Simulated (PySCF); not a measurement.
PySCF input file for CH5N2S, SMILES NC([NH3+])=S, charge +1, TDDFT-LC-ωPBE/def2-SVPD. Coordinates come from a B3LYP-D3(BJ)/def2-SVP optimisation. The isomer is the one that the SMILES or the coordinates give; other isomers of the formula were not compared. The values are those of a single conformer.

```python
import numpy as np
from pyscf import gto, scf, dft, tdscf

mol = gto.M(
    atom='''
    N     1.24584064   -0.97628261   -0.00000000
    C     0.14429194   -0.21754029   -0.00000000
    N    -1.11823522   -1.09761437    0.00000000
    S    -0.05425566    1.38558234    0.00000000
    H     1.25593886   -1.99206161   -0.00000000
    H     2.14721006   -0.50392213   -0.00000000
    H    -1.92466770   -0.45321868    0.00000000
    H    -1.18469008   -1.69879717    0.83856339
    H    -1.18469008   -1.69879717   -0.83856339
    ''',
    basis='def2-SVPD',
    charge=1,
    spin=0,
    symmetry=True,
    max_memory=1600,
    verbose=4,
)
mf = dft.RKS(mol, xc='lc_wpbe').density_fit(auxbasis='def2-universal-jkfit')
mf.grids.level = 3
mf.conv_tol = 1e-9
mf.max_cycle = 100
mf.kernel()
mf.grids = dft.Grids(mol).set(level=1).build(with_non0tab=True)  # coarser grid for the response kernel
td = tdscf.TDDFT(mf)
td.singlet = True
td.nstates = 10
td.conv_tol = 1e-4
td.positive_eig_threshold = 1e-6
td.kernel(x0=td.get_init_guess(mf, 15))
td.analyze()
tt = tdscf.TDA(mf)
tt.singlet = False
tt.nstates = 4
tt.conv_tol = 1e-4
tt.positive_eig_threshold = 1e-6
tt.kernel(x0=tt.get_init_guess(mf, 9))
tt.analyze(verbose=3)
```

Log of the run:

```
PySCF version 2.14.0

[INPUT] verbose = 4
[INPUT] num. atoms = 9
[INPUT] num. electrons = 40
[INPUT] charge = 1
[INPUT] spin (= nelec alpha-beta = 2S) = 0
[INPUT] symmetry True subgroup None
[INPUT] Mole.unit = angstrom
[INPUT] Symbol           X                Y                Z      unit          X                Y                Z       unit  Magmom
[INPUT]  1 N      1.245840640000  -0.976282610000   0.000000000000 AA    2.354297604453  -1.844906753076   0.000000000000 Bohr   0.0
[INPUT]  2 C      0.144291940000  -0.217540290000   0.000000000000 AA    0.272672248582  -0.411091569158   0.000000000000 Bohr   0.0
[INPUT]  3 N     -1.118235220000  -1.097614370000   0.000000000000 AA   -2.113158308643  -2.074190549687   0.000000000000 Bohr   0.0
[INPUT]  4 S     -0.054255660000   1.385582340000   0.000000000000 AA   -0.102528338108   2.618371145634   0.000000000000 Bohr   0.0
[INPUT]  5 H      1.255938860000  -1.992061610000   0.000000000000 AA    2.373380474598  -3.764450866160   0.000000000000 Bohr   0.0
[INPUT]  6 H      2.147210060000  -0.503922130000   0.000000000000 AA    4.057638945311  -0.952274813807   0.000000000000 Bohr   0.0
[INPUT]  7 H     -1.924667700000  -0.453218680000   0.000000000000 AA   -3.637094833797  -0.856459179737   0.000000000000 Bohr   0.0
[INPUT]  8 H     -1.184690080000  -1.698797170000   0.838563390000 AA   -2.238739793689  -3.210261392486   1.584655145187 Bohr   0.0
[INPUT]  9 H     -1.184690080000  -1.698797170000  -0.838563390000 AA   -2.238739793689  -3.210261392486  -1.584655145187 Bohr   0.0

nuclear repulsion = 165.185087825433
point group symmetry = Cs
symmetry origin: [3.68727039e-09 3.68727048e-09 0.00000000e+00]
symmetry axis x: [ 1.00000000e+00 -2.60490798e-09 -2.33552063e-18]
symmetry axis y: [-2.60490798e-09 -1.00000000e+00  9.40066364e-19]
symmetry axis z: [-1.78956094e-18  9.40066364e-19  1.00000000e+00]
num. orbitals of irrep A' = 87
num. orbitals of irrep A" = 40
number of shells = 55
number of NR pGTOs = 185
number of NR cGTOs = 127
basis = def2-SVPD
ecp = {}


[settings echo left out]
init E= -548.92664907084
HOMO (A") = -0.315667515949611  LUMO (A") = -0.0351838228174972  gap/eV = 7.63235
cycle= 1 E= -547.951973869369  delta_E= 0.975  |g|= 0.678  |ddm|= 3.99
HOMO (A') = -0.493943875807177  LUMO (A") = -0.242009686481529  gap/eV = 6.85548
cycle= 2 E= -547.922049115985  delta_E= 0.0299  |g|= 0.88  |ddm|= 2.27
HOMO (A') = -0.534350567072225  LUMO (A") = -0.174369518182033  gap/eV = 9.79558
cycle= 3 E= -548.112270816734  delta_E= -0.19  |g|= 0.0524  |ddm|= 1.16
HOMO (A') = -0.537379821942392  LUMO (A") = -0.164412972979799  gap/eV = 10.14894
cycle= 4 E= -548.113217630595  delta_E= -0.000947  |g|= 0.038  |ddm|= 0.161
HOMO (A') = -0.539167286188601  LUMO (A") = -0.161424094665888  gap/eV = 10.27892
cycle= 5 E= -548.113572409409  delta_E= -0.000355  |g|= 0.00877  |ddm|= 0.0559
HOMO (A') = -0.538663878105003  LUMO (A") = -0.161144401947185  gap/eV = 10.27283
cycle= 6 E= -548.113637193358  delta_E= -6.48e-05  |g|= 0.00441  |ddm|= 0.0323
HOMO (A') = -0.539281174593977  LUMO (A") = -0.161314220545062  gap/eV = 10.28500
cycle= 7 E= -548.113654638479  delta_E= -1.74e-05  |g|= 0.00177  |ddm|= 0.0211
HOMO (A') = -0.539428035868334  LUMO (A") = -0.161232255094486  gap/eV = 10.29123
cycle= 8 E= -548.113656838509  delta_E= -2.2e-06  |g|= 0.000766  |ddm|= 0.00697
HOMO (A') = -0.539539958118437  LUMO (A") = -0.161218732597646  gap/eV = 10.29464
cycle= 9 E= -548.11365714178  delta_E= -3.03e-07  |g|= 0.00011  |ddm|= 0.00253
HOMO (A') = -0.539562474965566  LUMO (A") = -0.16122587479567  gap/eV = 10.29506
cycle= 10 E= -548.113657149462  delta_E= -7.68e-09  |g|= 2.84e-05  |ddm|= 0.000462
HOMO (A') = -0.539560221125604  LUMO (A") = -0.16122316681878  gap/eV = 10.29508
cycle= 11 E= -548.113657149936  delta_E= -4.75e-10  |g|= 9e-06  |ddm|= 0.000144
HOMO (A') = -0.539562782834825  LUMO (A") = -0.161223534910258  gap/eV = 10.29514
Extra cycle  E= -548.113657149977  delta_E= -4.07e-11  |g|= 5.68e-06  |ddm|= 2.94e-05
converged SCF energy = -548.113657149977
tot grids = 34096
Overwritten attributes  positive_eig_threshold  of <class 'pyscf.tdscf.rks.TDDFT'>


******** <class 'pyscf.tdscf.rks.TDDFT'> for <class 'pyscf.df.df_jk.DFSymAdaptedRKS'> ********
nstates = 10 singlet
deg_eia_thresh = 1.000e-03
wfnsym = None
conv_tol = 0.0001
eigh lindep = 1e-12
eigh level_shift = 0
eigh max_cycle = 100


Excitation energies (eV)
[3.5289989  5.39284852 7.07875713 7.12950014 7.52036891 7.66825173
 8.27227411 8.31175161 8.41019174 8.91729045]

** Singlet excitation energies and oscillator strengths **
Excited State   1:   A"      3.52900 eV    351.33 nm  f=0.0000
      20 -> 21        0.70153
Excited State   2:   A'      5.39285 eV    229.90 nm  f=0.2362
      19 -> 21        0.68156
      20 -> 23       -0.12131
Excited State   3:   A'      7.07876 eV    175.15 nm  f=0.0787
      20 -> 22        0.61380
      20 -> 23        0.13894
      20 -> 24        0.25614
      20 -> 27       -0.10010
Excited State   4:   A"      7.12950 eV    173.90 nm  f=0.0029
      19 -> 22        0.67139
      19 -> 26        0.13003
Excited State   5:   A"      7.52037 eV    164.86 nm  f=0.0000
      19 -> 23        0.60063
      19 -> 24        0.17526
      19 -> 26       -0.20939
      19 -> 33        0.15154
Excited State   6:   A'      7.66825 eV    161.69 nm  f=0.1249
      20 -> 22       -0.24354
      20 -> 23        0.42707
      20 -> 24        0.36289
      20 -> 26       -0.13034
      20 -> 28        0.21214
      20 -> 36        0.12731
Excited State   7:   A"      8.27227 eV    149.88 nm  f=0.0045
      18 -> 21       -0.67664
Excited State   8:   A"      8.31175 eV    149.17 nm  f=0.0080
      19 -> 24        0.48777
      19 -> 26        0.28292
      19 -> 28        0.27378
      19 -> 30       -0.15168
      19 -> 33       -0.11107
      19 -> 36        0.15199
Excited State   9:   A'      8.41019 eV    147.42 nm  f=0.1013
      17 -> 21       -0.10388
      20 -> 22       -0.12241
      20 -> 23       -0.26713
      20 -> 24        0.17993
      20 -> 26        0.42371
      20 -> 28        0.30232
      20 -> 33       -0.14770
      20 -> 36        0.19319
Excited State  10:   A"      8.91729 eV    139.04 nm  f=0.0060
      19 -> 22        0.10214
      19 -> 23       -0.27303
      19 -> 24        0.28318
      19 -> 26       -0.52697
      19 -> 27       -0.13757

** Transition electric dipole moments (AU) **
state          X           Y           Z        Dip. S.      Osc.
  1        -0.0000     -0.0000     -0.0129      0.0002      0.0000
  2         0.5319     -1.2267      0.0000      1.7876      0.2362
  3         0.6302      0.2386     -0.0000      0.4540      0.0787
  4         0.0000      0.0000      0.1296      0.0168      0.0029
  5        -0.0000     -0.0000     -0.0096      0.0001      0.0000
  6         0.1081     -0.8083     -0.0000      0.6650      0.1249
  7        -0.0000     -0.0000      0.1490      0.0222      0.0045
  8         0.0000      0.0000      0.1979      0.0392      0.0080
  9        -0.1200      0.6909     -0.0000      0.4918      0.1013
 10        -0.0000     -0.0000      0.1664      0.0277      0.0060

** Transition velocity dipole moments (imaginary part, AU) **
state          X           Y           Z        Dip. S.      Osc.
  1        -0.0000     -0.0000     -0.0010      0.0000      0.0000
  2         0.1036     -0.2402      0.0000      0.0684      0.2301
  3         0.1679      0.0635     -0.0000      0.0322      0.0826
  4        -0.0000     -0.0000      0.0261      0.0007      0.0017
  5         0.0000      0.0000      0.0013      0.0000      0.0000
  6         0.0309     -0.2286     -0.0000      0.0532      0.1259
  7         0.0000      0.0000      0.0555      0.0031      0.0067
  8        -0.0000     -0.0000      0.0639      0.0041      0.0089
  9        -0.0381      0.2136     -0.0000      0.0471      0.1016
 10         0.0000      0.0000      0.0641      0.0041      0.0084

** Transition magnetic dipole moments (imaginary part, AU) **
state          X           Y           Z
  1         0.1578     -0.8040     -0.0000
  2        -0.0000     -0.0000     -0.1593
  3        -0.0000     -0.0000      1.0977
  4        -0.6839     -0.3038      0.0000
  5        -0.1323      0.0510     -0.0000
  6         0.0000      0.0000      0.7927
  7        -1.4408     -0.0485     -0.0000
  8        -0.3326      0.0005      0.0000
  9        -0.0000     -0.0000     -0.0136
 10         0.1111      0.3181     -0.0000
Overwritten attributes  positive_eig_threshold  of <class 'pyscf.tdscf.rks.TDA'>


******** <class 'pyscf.tdscf.rks.TDA'> for <class 'pyscf.df.df_jk.DFSymAdaptedRKS'> ********
nstates = 4 triplet
deg_eia_thresh = 1.000e-03
wfnsym = None
conv_tol = 0.0001
eigh lindep = 1e-12
eigh level_shift = 0
eigh max_cycle = 100


Excitation energies (eV)
[2.91685848 3.11450448 6.59750327 6.91203338]

** Triplet excitation energies and oscillator strengths **
Excited State   1:   A'      2.91686 eV    425.06 nm  f=0.0000
Excited State   2:   A"      3.11450 eV    398.09 nm  f=0.0000
Excited State   3:   A'      6.59750 eV    187.93 nm  f=0.0000
Excited State   4:   A'      6.91203 eV    179.37 nm  f=0.0000
```

The calculation finished and met its thresholds.

Cost: about 2.9 core-minutes (a rough figure).
